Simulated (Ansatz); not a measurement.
## Worked example: C2H5FO + C2H5Sn → C2H5O + C2H5FSn

Species: C2H5FO (methoxymethyl fluoride) `COCF`, singlet; C2H5Sn `C=[CH][SnH2]`, doublet; C2H5O (methoxymethyl) `[CH2]OC`, doublet; C2H5FSn `C=[CH][SnH2][F]`, singlet. A radical takes F: the energy is the difference in strength between the C–F bond broken and the Sn–F bond made.

Shapes, held fixed at every level: PBE0-D4/def2-TZVP. Flexible molecules stand in one conformer, not always the lowest. Programs: Ansatz 0.2.0. The zero-point and thermal change to 298 K, harmonic and unscaled (PBE0-D4/def2-TZVP), is -8.0 kJ/mol.

At CCSD(T)/def2-TZVPP; 1 Eh = 2625.50 kJ/mol:

| species | energy (Eh) |
| --- | --- |
| C2H5FO | -253.929157 |
| C2H5Sn | -292.647472 |
| C2H5O | -154.118253 |
| C2H5FSn | -392.458811 |

Work out ΔH(298 K) of the reaction at this level.


1. Products less reactants: (-154.118253) + (-392.458811) − [(-253.929157) + (-292.647472)] = -0.000435 Eh = -1.1 kJ/mol.
2. With the thermal change: -1.1 + (-8.0) = -9.1 kJ/mol.

Other levels give -18.4 (MP2/def2-TZVPP) to +14.9 kJ/mol (SPW92/def2-TZVPP). No measured value is set beside it here. Spin contamination: C2H5Sn (⟨S²⟩ up to 0.83). Open shells run unrestricted. For atoms past krypton def2 sets carry core potentials with scalar relativity. Outer-core shells of Sn are correlated, in sets that cover them unevenly.
